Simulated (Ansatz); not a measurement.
Program: Ansatz 0.2.0.

A structure relaxed at PBE0-D4/def2-TZVP, charge 0, multiplicity 1:

```xyz
14

F    -1.422   -1.181   -0.467
C    -0.357   -0.297   -0.117
Si   -0.946    0.733    1.360
Si   -0.009    0.789   -1.631
Si    1.139   -1.369    0.331
H     0.149    1.664    1.739
H    -1.261   -0.160    2.504
H    -2.155    1.509    0.985
H    -1.222    1.570   -1.982
H     1.102    1.716   -1.287
H     0.387   -0.061   -2.781
H     2.259   -0.465    0.702
H     0.803   -2.248    1.480
H     1.532   -2.201   -0.835
```

(1) Give its formula and SMILES.

(2) Point group (tolerance 0.08 Å, 0.16 Å for H)?

(3) Summarise the bond lengths by kind.

## Answers

(1) CH9FSi3, `FC([SiH3])([SiH3])[SiH3]`.

(2) C3v.

(3) 1 × C–F 1.428 Å; 3 × C–Si 1.895 Å; 9 × H–Si 1.485 to 1.486 Å.
